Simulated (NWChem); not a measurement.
# Atomisation of C₂H₄N

```
N
C 1 1.3185
C 1 1.3185 2 120.21
H 2 1.0953 1 119.25 3 180.00
H 3 1.0953 1 119.25 2 180.00
H 2 1.1062 4 118.17 1 180.00
H 3 1.1062 5 118.17 1 180.00
```
Charge 0, spin multiplicity 2.

The numbers come from NWChem runs, not from measurements. All single points use one geometry, from UB3LYP/def2-SVP, a minimum by its harmonic frequencies. It is one conformer; others weren't searched.

Basis set: def2-TZVP. The atomisation energy is electronic alone: no zero-point, thermal, spin-orbit or counterpoise terms. No value is extrapolated to the basis-set limit. Free atoms are single determinants with multiplicities C 3, N 4, H 2.

B3LYP has NWChem's definition, with VWN1-RPA local correlation. The structure started from a generated list of species. The unpaired electrons of the parent sit in orbitals of symmetry a2 (C2v labels of the run); other states weren't searched. No SCF solution was tested for a lower state.

Problem. For the atomisation energy, TPSS gives 644.4 kcal/mol and r2SCAN gives 638.6 kcal/mol. What do PBE0, LDA (SVWN5), PBE give?

Solution. PBE0: 640.4 kcal/mol; LDA (SVWN5): 734.1 kcal/mol; PBE: 657.2 kcal/mol.
